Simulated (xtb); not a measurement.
C₂H₆Be, charge +1, doublet, from a rough starting geometry (GFN-xTB shapes and energies of metal compounds can be far from the true ones) (a state made from the parent by changing its charge; the spin is typed, not shown lowest); GFN2-xTB run with xtb.

Here is a job for xtb.
```
$ xtb mol.xyz --gfn 2 --chrg 1 --uhf 1 --opt vtight --json

# file mol.xyz
9

Be    -0.02390352     0.04109196    -0.06324409
C      1.34010609     0.17222431    -1.14116658
H      2.05497094    -0.65188985    -1.03654828
H      1.93749934     1.06525733    -0.93653933
H      1.07631454     0.19194034    -2.08433731
C     -1.31960783    -0.14895168     1.04292580
H     -1.90138258    -1.10824380     0.88349729
H     -2.05681727     0.57004693     1.00302043
H     -1.08857269    -0.22834763     2.07222372
```

It wrote (shortened):

```
   ID    Z sym.   atoms
    1    4 Be     1
    2    6 C      2, 6
    3    1 H      3-5, 7-9

           -------------------------------------------------
          |                Calculation Setup                |
           -------------------------------------------------

           -------------------------------------------------
          |                 G F N 2 - x T B                 |
           -------------------------------------------------

          ...................................................
          :                      SETUP                      :
          :.................................................:
          :  # basis functions                  18          :
          :  # atomic orbitals                  18          :
          :  # shells                           12          :
          :  # electrons                        15          :
          :  max. iterations                   250          :
          :  Hamiltonian                  GFN2-xTB          :
          :  restarted?                      false          :
          :  GBSA solvation                  false          :
          :  PC potential                    false          :
          :  electronic temp.          300.0000000     K    :
          :  accuracy                    1.0000000          :
          :  -> integral cutoff          0.2500000E+02      :
          :  -> integral neglect         0.1000000E-07      :
          :  -> SCF convergence          0.1000000E-05 Eh   :
          :  -> wf. convergence          0.1000000E-03 e    :
          :  Broyden damping             0.4000000          :
          :  net charge                          1          :
          :  unpaired electrons                  1          :
          ...................................................

 iter      E             dE          RMSdq      gap      omega  full diag
   1      5.4452719  0.544527E+01  0.200E+01    1.25       0.0  T
   2     -4.7091639 -0.101544E+02  0.221E+01   14.57       1.0  T
   3     -5.1349184 -0.425754E+00  0.150E+01   14.02       1.0  T
   4     -6.1930101 -0.105809E+01  0.813E+00    7.90       1.0  T
   5     -7.4359817 -0.124297E+01  0.137E+01    3.61       1.0  T
   6     -6.7645845  0.671397E+00  0.529E+00   10.24       1.0  T
   7     -7.3766147 -0.612030E+00  0.710E+00    6.65       1.0  T
   8     -7.0329916  0.343623E+00  0.397E+00    9.15       1.0  T
   9     -7.0756172 -0.426256E-01  0.798E+00    3.38       1.0  T
[...]
 * total energy  :    -7.4635325 Eh     change       -0.1677242E-01 Eh
 * total energy  :    -7.4652768 Eh     change       -0.1744313E-02 Eh
 * total energy  :    -7.4654087 Eh     change       -0.1318267E-03 Eh
 * total energy  :    -7.4654368 Eh     change       -0.2815288E-04 Eh
 * total energy  :    -7.4654473 Eh     change       -0.1050337E-04 Eh
 * total energy  :    -7.4654505 Eh     change       -0.3199065E-05 Eh
 * total energy  :    -7.4654512 Eh     change       -0.7039098E-06 Eh
 * total energy  :    -7.4654516 Eh     change       -0.3574002E-06 Eh
 * total energy  :    -7.4654519 Eh     change       -0.2914184E-06 Eh
 * total energy  :    -7.4654521 Eh     change       -0.2283143E-06 Eh
 * total energy  :    -7.4654522 Eh     change       -0.1502856E-06 Eh
 * total energy  :    -7.4654523 Eh     change       -0.8741929E-07 Eh
   *** GEOMETRY OPTIMIZATION CONVERGED AFTER 13 ITERATIONS ***
         :: total energy              -7.465452339283 Eh    ::
[...]
     3   1 H        0.924     0.152     1.381     1.838
     4   1 H        0.924     0.152     1.380     1.837
     5   1 H        0.924     0.152     1.382     1.838
     6   6 C        3.611    -0.213    25.330     7.267
     7   1 H        0.924     0.151     1.382     1.838
     8   1 H        0.924     0.152     1.380     1.837
     9   1 H        0.924     0.152     1.380     1.837

 Mol. C6AA /au·bohr⁶  :        416.255338
 Mol. C8AA /au·bohr⁸  :      10154.124677
 Mol. α(0) /au        :         34.379417

Wiberg/Mayer (AO) data.
largest (>0.10) Wiberg bond orders for each atom

 ---------------------------------------------------------------------------
     #   Z sym  total        # sym  WBO       # sym  WBO       # sym  WBO
 ---------------------------------------------------------------------------
     1   4 Be   2.148 --     6 C    0.896     2 C    0.896
     2   6 C    3.845 --     5 H    0.907     3 H    0.907     4 H    0.906
                             1 Be   0.896     6 C    0.205
     3   1 H    0.977 --     2 C    0.907
     4   1 H    0.977 --     2 C    0.906
     5   1 H    0.977 --     2 C    0.907
     6   6 C    3.845 --     7 H    0.907     8 H    0.906     9 H    0.906
                             1 Be   0.896     2 C    0.205
     7   1 H    0.977 --     6 C    0.907
     8   1 H    0.977 --     6 C    0.906
     9   1 H    0.977 --     6 C    0.906
 ---------------------------------------------------------------------------

Topologies differ in total number of bonds
Writing topology from bond orders to xtbtopo.mol

molecular dipole:
                 x           y           z       tot (Debye)
 q only:        0.008      -0.008      -0.047
   full:        0.014       0.007      -0.037       0.103
molecular quadrupole (traceless):
                xx          xy          yy          xz          yz          zz
 q only:        3.232       0.960      -3.859      -5.769      -0.767       0.627
  q+dip:        3.984       1.185      -4.756      -7.112      -0.946       0.772
   full:        3.185       0.947      -3.801      -5.685      -0.756       0.617

optimized geometry written to: xtbopt.xyz

           -------------------------------------------------
          | TOTAL ENERGY               -7.465452339283 Eh   |
          | GRADIENT NORM               0.000062927839 Eh/α |
          | HOMO-LUMO GAP               5.191628863394 eV   |
           -------------------------------------------------

normal termination of xtb
```
